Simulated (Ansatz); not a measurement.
Frontier orbitals of CH8O4Si2, SMILES `C[SiH](O)O[SiH](O)O`.

Total charge 0; spin multiplicity 1. All single points use the PBE0-D4/def2-TZVP geometry. It is one conformer, not always the lowest. Basis def2-TZVPP, the Gaussian-basis code of Ansatz.

Orbital energies of one run (eV). Highest occupied ones, from the top: -8.47, -9.02, -9.37, -9.43, -9.90, -10.30, -10.42, -10.66, -11.15, -11.53, -11.69, -11.90, -12.22, -14.38. Empty: 0.60, 1.02, 1.08, 1.70, 1.77, 2.42.

(1) Which functional gave them?
A. PBE0
B. BLYP
C. PBE
D. LC-ωPBE

Results:

(1) A. HOMO energies: PBE0 -8.47, BLYP -6.95, LC-ωPBE -11.24, PBE -7.03 eV.

LC-ωPBE has ω = 0.4 bohr⁻¹.
